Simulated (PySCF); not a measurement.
Electric field gradients and quadrupole coupling constants

Species: C₃H₇NO₂Si₂.
Atom-mapped SMILES: `[CH3:1][C:2]1=[N:3][SiH2:4][O:5][SiH2:6][C:7]1=[O:8]` (hydrogens: H9, H10, H11 on C1; H12, H13 on Si4; H14, H15 on Si6)

Cartesian coordinates in Å at the GFN2-xTB level; atoms count from 1:
```xyz
15
C3H7NO2Si2 angstrom
C      2.328   -0.160    0.330
C      0.869   -0.281    0.035
N      0.196   -1.261    0.468
Si    -1.510   -1.475    0.393
O     -2.200   -0.003    0.087
Si    -1.494    1.388   -0.342
C      0.302    0.845   -0.796
O      0.936    1.298   -1.728
H      2.857    0.045   -0.600
H      2.699   -1.068    0.795
H      2.495    0.686    0.997
H     -1.935   -1.817    1.739
H     -1.906   -2.340   -0.703
H     -2.195    1.881   -1.516
H     -1.447    2.270    0.821
```

Field gradients from the PBE0/pcSseg-1 density (PySCF, non-relativistic), principal values in atomic units, ordered |Vxx| ≤ |Vyy| ≤ |Vzz|:

```csv
atom,Vxx,Vyy,Vzz
N3,0.1564,0.8232,-0.9795
O5,-0.3008,-0.6636,0.9644
O8,0.4276,1.7558,-2.1834
```

Task: Find the asymmetry η = (Vxx − Vyy)/Vzz and the couplings χ = eQV/h (234.96 MHz × Q in barn × V in au), with Q(14N) = 0.02044 b, Q(17O) = −0.0256 b.

Result: 
```csv
atom,environment,nucleus,η,χzz (MHz),χxx (MHz),χyy (MHz)
N3,C=N nitrogen,14N,0.68,-4.704,0.751,3.953
O5,siloxane oxygen,17O,0.38,-5.80,1.81,3.99
O8,carbonyl oxygen,17O,0.61,13.13,-2.57,-10.56
```

The tensor is traceless: Vxx + Vyy + Vzz = 0.

Task: What is Vzz at O8 in SI units (1 au = 9.71736 × 10²¹ V/m²)?

Result: -2.1834 au = -21.217 × 10²¹ V/m².

Task: And the gradient at the other heavy atoms, for which no coupling is worked out here?

Result: 
| atom | environment | Vzz (au) | η |
| --- | --- | --- | --- |
| C1 | methyl carbon | -0.082 | 0.91 |
| C2 | C=N carbon | 0.483 | 0.12 |
| Si4 | oxygen-bound silicon | 0.671 | 0.60 |
| Si6 | oxygen-bound silicon | 0.487 | 0.76 |
| C7 | carbonyl carbon | 0.585 | 0.25 |

Task: What couplings would deuterons (Q(2H) = 0.00286 b) have in place of the hydrogens, at this geometry?

Result: 
```tsv
atom	bonded to	bond length (Å)	Vzz (au)	η	χzz (kHz)
H9	C1	1.090	0.3066	0.02	206
H10	C1	1.086	0.3149	0.01	212
H11	C1	1.090	0.3108	0.04	209
H12	Si4	1.453	0.1660	0.01	112
H13	Si4	1.452	0.1667	0.00	112
H14	Si6	1.453	0.1658	0.01	111
H15	Si6	1.460	0.1607	0.00	108
```

The structure is a single GFN2-xTB conformer in the gas phase; no vibrational or solvent corrections. GFN2-xTB bond lengths can be off by several hundredths of an ångström, more for odd bonds, and the gradients follow them. With so small a basis the couplings can be 20 % off.
